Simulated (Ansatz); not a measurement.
Input for Ansatz (an electronic-structure program): R-wB97X-V/def2-TZVPP on C8H8 (SMILES C=Cc1ccccc1), a point of a torsion scan.

Ansatz 0.2 input:
```yaml
crystal:
  periodic: [false, false, false]
  atoms:
    - {symbol: C, position_ang: [-2.66557613, -0.77645753, -0.45864652]}
    - {symbol: C, position_ang: [-1.88643105, 0.27326703, -0.24517902]}
    - {symbol: C, position_ang: [-0.44013714, 0.19293763, -0.02893918]}
    - {symbol: C, position_ang: [0.36567649, -0.61533645, -0.82712223]}
    - {symbol: C, position_ang: [1.73178340, -0.66787915, -0.62143053]}
    - {symbol: C, position_ang: [2.31495905, 0.09056438, 0.37989565]}
    - {symbol: C, position_ang: [1.52512047, 0.91053089, 1.16894755]}
    - {symbol: C, position_ang: [0.16064386, 0.97187287, 0.95777354]}
    - {symbol: H, position_ang: [-3.73023715, -0.67990513, -0.58735919]}
    - {symbol: H, position_ang: [-2.26440356, -1.77465437, -0.52207943]}
    - {symbol: H, position_ang: [-2.32069725, 1.26019638, -0.14164641]}
    - {symbol: H, position_ang: [-0.08672673, -1.19917183, -1.61551711]}
    - {symbol: H, position_ang: [2.34602607, -1.29794933, -1.24852229]}
    - {symbol: H, position_ang: [3.38231237, 0.04883201, 0.54013794]}
    - {symbol: H, position_ang: [1.97653603, 1.50976929, 1.94649764]}
    - {symbol: H, position_ang: [-0.45335128, 1.61563081, 1.57198502]}
basis:
  gaussian:
    orbitals: def2-TZVPP
hamiltonian:
  xc: {name: wB97X-V}
scf: {lower_state_search: off}
```

The log:

```
WARN ansatz: RAYON_NUM_THREADS=4 ignored (pool sized by the plan → 4); use --threads N
Functional definition: wB97X-V
these checks for a lower state are left out or cut short: stability, starts, cluster_reference, orbital_swaps, neighbouring_geometries, increment
integrals: 0.54 GiB planned
1912 factors; their error is unknown
integrals: 0.58 GiB planned
478 factors; integrals over basis functions are off by at most 7.8e-6 eV
mean field: 4.25 GiB planned
mean field evaluation 1: about -8420.6028 eV, gradient 4.9e1 eV
mean field evaluation 2: about -8424.1734 eV, gradient 3.1e1 eV
mean field evaluation 4: about -8426.3839 eV, gradient 1.5e0 eV
mean field evaluation 8: about -8426.4044 eV, gradient 3.9e-2 eV
mean field evaluation 16: about -8426.3840 eV, gradient 1.9e-4 eV
mean field -8426.38402647 eV, -309.6639013645 hartree, gradient 8.4e-6 eV, S^2 0.000000; 0 other end points of the search recorded, 0 dependent functions left out
reference -8426.38402415 eV, -309.6639012793 hartree; 28, 28 occupied and 332, 332 virtual orbitals, 1912 factors
Total energy: -8426.38402415 eV, -309.6639012793 hartree
Checks for a lower state left out: stability, starts, cluster_reference, orbital_swaps, neighbouring_geometries, increment
```

The calculation finished and met its thresholds.

Cost: around 22 core-seconds (rough).
